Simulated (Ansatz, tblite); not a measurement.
Cost and result up the ladder for BeMeCl (CH3BeCl) (6 atoms). Total charge 0; singlet. Geometry: PBE0-D4/def2-TZVP.

Cartesian coordinates in Å:
```
Be 0.325 0.112 -0.955
C -0.211 -0.073 0.619
H -0.898 -0.919 0.715
H -0.741 0.817 0.972
H 0.620 -0.250 1.309
Cl 0.904 0.312 -2.660
```

Ansatz on 4 threads of Arm Neoverse V2 on a shared host; xTB runs through tblite on one thread. Times are rough, summed over both states, and most runs start from the orbitals of an earlier one. CCSD(T)/def2-TZVPP serves as the yardstick here, not as an exact answer. The other state is a doublet.

The xTB rows come from tblite. Correlated methods freeze 6 core orbitals. HOMO above LUMO, or a gap near zero within one spin, warns that the state may not be the lowest or that an electron is smeared out.

Correlated methods converge slowly with the basis.

Raw xTB energies of ions are shifted by several eV.

```csv
level,functions,wall time
GFN2-xTB,20,0.005 s
GFN1-xTB,23,0.006 s
PBE-D4/def2-TZVP (with forces),105,2.5 s
CCSD(T)/def2-TZVPP,134,21 s
```

(1) Estimate what each level gives for the vertical IE (eV).

## Answers

(1) 
```
                         level  vertical IE (eV)  difference from CCSD(T)/def2-TZVPP (eV)                                     remarks
                      GFN2-xTB             14.48                                     2.98                                           –
                      GFN1-xTB             15.30                                     3.80                                           –
PBE-D4/def2-TZVP (with forces)             11.05                                    -0.45  gap within one spin near zero (+1 doublet)
            CCSD(T)/def2-TZVPP             11.50                                     0.00                                           –
```
